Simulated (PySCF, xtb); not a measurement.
AgF, SMILES [F][Ag], multiplicity 1.

xtb 6.7.1 with GFN2-xTB at its own geometry gives an orbital gap of 3.79 eV and a dipole moment of 6.36 D.

The structure is a stationary point at B3LYP-D3(BJ)/def2-TZVPD. The multiplicity is an assumed one; other spin states were not compared. The def2 effective core potentials stand for the cores of Ag; spin–orbit coupling is left out.

**Question.** What does PBE/def2-TZVPD run with PySCF give? (Estimate from the structure and the level; the computed values follow.)

**Answer.** gap 2.35 eV (levels -6.60 and -4.25 eV), dipole 5.30 D.
